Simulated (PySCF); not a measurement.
# Mn (manganese, neutral): UHF calculation

Configuration: [Ar] 3d4 4s2 4p1, one real determinant (an excited configuration). Computed with PySCF 2.14 in aug-cc-pVDZ-DK (7s6p4d2f, 59 functions), with the spin-free X2C one-electron Hamiltonian (Gaussian nucleus).

* Total energy: -1157.092807 hartree
* One-electron energy: -1587.9369 hartree
* Hartree (Coulomb) energy: 481.9858 hartree
* Exchange energy: -51.1417 hartree
* ⟨S²⟩: 8.8303
* ⟨L²⟩: 8.207
* Sum of ⟨r⟩: 23.09 bohr
* Sum of ⟨r²⟩: 50.08 bohr²
* Traceless quadrupole moment −½Σ⟨3z² − r²⟩ along its main axis: -6.87 e·bohr²
* Langevin diamagnetic susceptibility: -39.7 ×10⁻⁶ cm³/mol

```json
{"shell": "1s α", "electrons": "1", "mean orbital energy (eV)": "-6607.3", "spread (eV)": "0", "rms radius, mean of both spins (bohr)": "0.0703"}
{"shell": "1s β", "electrons": "1", "mean orbital energy (eV)": "-6607.1", "spread (eV)": "0", "rms radius, mean of both spins (bohr)": "0.0703"}
{"shell": "2s α", "electrons": "1", "mean orbital energy (eV)": "-814.71", "spread (eV)": "0", "rms radius, mean of both spins (bohr)": "0.302"}
{"shell": "2s β", "electrons": "1", "mean orbital energy (eV)": "-811.46", "spread (eV)": "0", "rms radius, mean of both spins (bohr)": "0.302"}
{"shell": "2p α", "electrons": "3", "mean orbital energy (eV)": "-688.26", "spread (eV)": "0.048", "rms radius, mean of both spins (bohr)": "0.273"}
{"shell": "2p β", "electrons": "3", "mean orbital energy (eV)": "-684.98", "spread (eV)": "0.929", "rms radius, mean of both spins (bohr)": "0.273"}
{"shell": "3s α", "electrons": "1", "mean orbital energy (eV)": "-118.44", "spread (eV)": "0", "rms radius, mean of both spins (bohr)": "0.907"}
{"shell": "3s β", "electrons": "1", "mean orbital energy (eV)": "-109.00", "spread (eV)": "0", "rms radius, mean of both spins (bohr)": "0.907"}
{"shell": "3p α", "electrons": "3", "mean orbital energy (eV)": "-81.003", "spread (eV)": "1.378", "rms radius, mean of both spins (bohr)": "0.975"}
{"shell": "3p β", "electrons": "3", "mean orbital energy (eV)": "-69.604", "spread (eV)": "1.732", "rms radius, mean of both spins (bohr)": "0.975"}
{"shell": "3d α", "electrons": "4", "mean orbital energy (eV)": "-24.553", "spread (eV)": "1.279", "rms radius, mean of both spins (bohr)": "1.19"}
{"shell": "4s α", "electrons": "1", "mean orbital energy (eV)": "-10.761", "spread (eV)": "0", "rms radius, mean of both spins (bohr)": "3.16"}
{"shell": "4s β", "electrons": "1", "mean orbital energy (eV)": "-8.196", "spread (eV)": "0", "rms radius, mean of both spins (bohr)": "3.16"}
{"shell": "4p α", "electrons": "1", "mean orbital energy (eV)": "-5.490", "spread (eV)": "0", "rms radius, mean of both spins (bohr)": "4.07"}
```

⟨L²⟩ = 8.21 against 12 for a pure F term, so this real determinant mixes terms. ⟨S²⟩ = 8.83 against 8.75 shows spin contamination.

Densities and radii are taken from the X2C orbitals without a picture-change correction, which distorts them close to the nucleus.

Spin-orbit constants ζ (cm⁻¹) from the X2C one-electron operator on these orbitals: bare nucleus, nucleus screened by l(l+1)(2l+1)/3 electrons, and screened by the Breit-Pauli mean field of the electrons.

| shell | bare | screened nucleus | mean field |
| --- | --- | --- | --- |
| 2p | 59430 | 54680 | 52530 |
| 3p | 7103 | 6535 | 6236 |
| 3d | 686.0 | 411.6 | 371.0 |
| 4p | 306.7 | 282.2 | 266.7 |

To first order the Landé constant is A = 67.24 cm⁻¹, so the lowest level has J = 1/2 and lies 0.0834 eV below the centre of the term. This holds in LS coupling only.
